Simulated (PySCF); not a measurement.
Relaxation of singlet NiCl4

All numbers come from PBE0/[Ni def2-SVP, Cl def2-SVP], no relativity, density fitting, PySCF. A (50,194) grid was used.

A start at or just off a symmetric point, pushed along the force that breaks its symmetry, of C3v symmetry, free to break it:

Coordinates in bohr (charge 0 multiplicity 1):
```
Ni    0.0001    0.0782   -0.0554
Cl    3.1847   -0.0893    2.3179
Cl   -3.1862   -0.0864    2.3160
Cl    0.0022    3.3258   -2.3586
Cl   -0.0008   -3.2795   -2.1835
```

(1) What forces act on the atoms at the start (eV/Å)?

(2) What does it relax to?

(3) How much energy is released, and in how many steps?

Answers

(1) 
```json
{"atom": "Ni1", "Fx": "0.00", "Fy": "0.46", "Fz": "-0.33"}
{"atom": "Cl2", "Fx": "-0.44", "Fy": "-0.46", "Fz": "0.01"}
{"atom": "Cl3", "Fx": "0.44", "Fy": "-0.46", "Fz": "0.01"}
{"atom": "Cl4", "Fx": "0.00", "Fy": "0.47", "Fz": "-0.33"}
{"atom": "Cl5", "Fx": "0.00", "Fy": "-0.01", "Fz": "0.64"}
```

(2) It ends at C3v with Ni–Cl 2.090 Å (×3), Ni–Cl 2.113 Å; Cl–Ni–Cl 92.4° (×3), Cl–Ni–Cl 123.5° (×3) (after a last refinement on a finer grid). The frequency run here used a shortcut that can spoil soft modes, so no verdict on minimum or saddle point is given. Other isomers or separated fragments may lie lower.

(3) 38.3 kJ/mol in 6 steps.

Stability towards spin polarisation was not tested.

The relaxation took roughly 2.2 core-minutes on a shared host.
